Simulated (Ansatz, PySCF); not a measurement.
Potential energy curve for H₃Ga, SMILES [GaH3]. The Ga1–H4 bond (Ga1 also carries H, H; H4 carries nothing else) is pulled apart rigidly from the PBE0/def2-TZVP optimised geometry.

Levels of theory: UMP2/6-31G* = unrestricted MP2 (frozen core)/6-31G*, spherical d in PySCF; UKS-B3LYP/6-31G* = unrestricted B3LYP/6-31G*, spherical d (PySCF); RMP2/6-31G* = restricted MP2 (frozen core)/6-31G*, spherical d run with PySCF; FCI = full CI/def2-SVP, cores with 3d frozen (Ansatz, an electronic-structure program).

Energies relative to the lowest point of each curve near equilibrium, in kJ/mol; the last columns give the difference from FCI:

```json
[
 {"R / Å": "1.25", "UMP2/6-31G*": "121.6", "UKS-B3LYP/6-31G*": "117.3", "RMP2/6-31G*": "121.6", "FCI": "125.5", "UMP2/6-31G* − FCI": "-4.0", "UKS-B3LYP/6-31G* − FCI": "-8.2", "RMP2/6-31G* − FCI": "-4.0"},
 {"R / Å": "1.36", "UMP2/6-31G*": "44.9", "UKS-B3LYP/6-31G*": "43.4", "RMP2/6-31G*": "44.9", "FCI": "47.4", "UMP2/6-31G* − FCI": "-2.5", "UKS-B3LYP/6-31G* − FCI": "-4.0", "RMP2/6-31G* − FCI": "-2.5"},
 {"R / Å": "1.41", "UMP2/6-31G*": "24.6", "UKS-B3LYP/6-31G*": "23.8", "RMP2/6-31G*": "24.6", "FCI": "26.4", "UMP2/6-31G* − FCI": "-1.8", "UKS-B3LYP/6-31G* − FCI": "-2.6", "RMP2/6-31G* − FCI": "-1.8"},
 {"R / Å": "1.47", "UMP2/6-31G*": "9.2", "UKS-B3LYP/6-31G*": "9.0", "RMP2/6-31G*": "9.2", "FCI": "10.3", "UMP2/6-31G* − FCI": "-1.0", "UKS-B3LYP/6-31G* − FCI": "-1.3", "RMP2/6-31G* − FCI": "-1.0"},
 {"R / Å": "1.52", "UMP2/6-31G*": "2.4", "UKS-B3LYP/6-31G*": "2.4", "RMP2/6-31G*": "2.4", "FCI": "2.9", "UMP2/6-31G* − FCI": "-0.5", "UKS-B3LYP/6-31G* − FCI": "-0.5", "RMP2/6-31G* − FCI": "-0.5"},
 {"R / Å": "1.57", "UMP2/6-31G*": "0.0", "UKS-B3LYP/6-31G*": "0.0", "RMP2/6-31G*": "0.0", "FCI": "0.0", "UMP2/6-31G* − FCI": "0.0", "UKS-B3LYP/6-31G* − FCI": "0.0", "RMP2/6-31G* − FCI": "0.0"},
 {"R / Å": "1.60", "UMP2/6-31G*": "0.3", "UKS-B3LYP/6-31G*": "0.2", "RMP2/6-31G*": "0.3", "FCI": "0.0", "UMP2/6-31G* − FCI": "0.3", "UKS-B3LYP/6-31G* − FCI": "0.2", "RMP2/6-31G* − FCI": "0.3"},
 {"R / Å": "1.68", "UMP2/6-31G*": "6.4", "UKS-B3LYP/6-31G*": "5.9", "RMP2/6-31G*": "6.4", "FCI": "5.5", "UMP2/6-31G* − FCI": "1.0", "UKS-B3LYP/6-31G* − FCI": "0.4", "RMP2/6-31G* − FCI": "1.0"},
 {"R / Å": "1.76", "UMP2/6-31G*": "18.4", "UKS-B3LYP/6-31G*": "17.0", "RMP2/6-31G*": "18.4", "FCI": "16.7", "UMP2/6-31G* − FCI": "1.7", "UKS-B3LYP/6-31G* − FCI": "0.3", "RMP2/6-31G* − FCI": "1.7"},
 {"R / Å": "1.79", "UMP2/6-31G*": "24.0", "UKS-B3LYP/6-31G*": "22.3", "RMP2/6-31G*": "24.0", "FCI": "22.1", "UMP2/6-31G* − FCI": "2.0", "UKS-B3LYP/6-31G* − FCI": "0.2", "RMP2/6-31G* − FCI": "2.0"},
 {"R / Å": "1.93", "UMP2/6-31G*": "56.0", "UKS-B3LYP/6-31G*": "52.1", "RMP2/6-31G*": "56.0", "FCI": "52.4", "UMP2/6-31G* − FCI": "3.6", "UKS-B3LYP/6-31G* − FCI": "-0.4", "RMP2/6-31G* − FCI": "3.6"},
 {"R / Å": "2.10", "UMP2/6-31G*": "102.0", "UKS-B3LYP/6-31G*": "94.7", "RMP2/6-31G*": "102.0", "FCI": "95.2", "UMP2/6-31G* − FCI": "6.8", "UKS-B3LYP/6-31G* − FCI": "-0.5", "RMP2/6-31G* − FCI": "6.8"},
 {"R / Å": "2.37", "UMP2/6-31G*": "192.1", "UKS-B3LYP/6-31G*": "165.2", "RMP2/6-31G*": "178.3", "FCI": "163.1", "UMP2/6-31G* − FCI": "29.0", "UKS-B3LYP/6-31G* − FCI": "2.1", "RMP2/6-31G* − FCI": "15.2"},
 {"R / Å": "2.60", "UMP2/6-31G*": "246.1", "UKS-B3LYP/6-31G*": "221.3", "RMP2/6-31G*": "239.5", "FCI": "213.4", "UMP2/6-31G* − FCI": "32.7", "UKS-B3LYP/6-31G* − FCI": "7.9", "RMP2/6-31G* − FCI": "26.1"},
 {"R / Å": "2.82", "UMP2/6-31G*": "273.3", "UKS-B3LYP/6-31G*": "265.3", "RMP2/6-31G*": "291.8", "FCI": "252.3", "UMP2/6-31G* − FCI": "21.0", "UKS-B3LYP/6-31G* − FCI": "13.0", "RMP2/6-31G* − FCI": "39.5"},
 {"R / Å": "3.19", "UMP2/6-31G*": "294.1", "UKS-B3LYP/6-31G*": "307.7", "RMP2/6-31G*": "364.2", "FCI": "297.0", "UMP2/6-31G* − FCI": "-2.9", "UKS-B3LYP/6-31G* − FCI": "10.7", "RMP2/6-31G* − FCI": "67.2"},
 {"R / Å": "3.40", "UMP2/6-31G*": "299.2", "UKS-B3LYP/6-31G*": "320.9", "RMP2/6-31G*": "396.6", "FCI": "312.6", "UMP2/6-31G* − FCI": "-13.4", "UKS-B3LYP/6-31G* − FCI": "8.3", "RMP2/6-31G* − FCI": "84.0"},
 {"R / Å": "3.79", "UMP2/6-31G*": "303.7", "UKS-B3LYP/6-31G*": "334.3", "RMP2/6-31G*": "440.7", "FCI": "328.9", "UMP2/6-31G* − FCI": "-25.2", "UKS-B3LYP/6-31G* − FCI": "5.4", "RMP2/6-31G* − FCI": "111.8"},
 {"R / Å": "4.24", "UMP2/6-31G*": "305.5", "UKS-B3LYP/6-31G*": "340.6", "RMP2/6-31G*": "467.5", "FCI": "336.3", "UMP2/6-31G* − FCI": "-30.8", "UKS-B3LYP/6-31G* − FCI": "4.3", "RMP2/6-31G* − FCI": "131.2"},
 {"R / Å": "4.68", "UMP2/6-31G*": "306.1", "UKS-B3LYP/6-31G*": "342.8", "RMP2/6-31G*": "471.6", "FCI": "338.7", "UMP2/6-31G* − FCI": "-32.6", "UKS-B3LYP/6-31G* − FCI": "4.1", "RMP2/6-31G* − FCI": "132.9"},
 {"R / Å": "5.45", "UMP2/6-31G*": "306.5", "UKS-B3LYP/6-31G*": "344.1", "RMP2/6-31G*": "438.6", "FCI": "339.7", "UMP2/6-31G* − FCI": "-33.3", "UKS-B3LYP/6-31G* − FCI": "4.4", "RMP2/6-31G* − FCI": "98.9"}
]
```

UMP2/6-31G* is furthest from FCI at 5.45 (-33.3 kJ/mol, below); its mean absolute difference over the points is 11.7 kJ/mol.

UKS-B3LYP/6-31G* is furthest from FCI at 2.82 (13.0 kJ/mol, above); its mean absolute difference over the points is 3.7 kJ/mol.

RMP2/6-31G* is furthest from FCI at 4.68 (132.9 kJ/mol, above); its mean absolute difference over the points is 34.8 kJ/mol.

The unrestricted determinant behind UMP2/6-31G* is spin-contaminated at 2.37 to 5.45 Å (<S²> up to 1.0, against 0.00 for a pure singlet). The unrestricted determinant behind UKS-B3LYP/6-31G* is spin-contaminated at 2.82 to 5.45 Å (<S²> up to 1.0, against 0.00 for a pure singlet). The restricted form behind RMP2/6-31G* keeps the bonding electrons paired and can't separate into open-shell fragments.
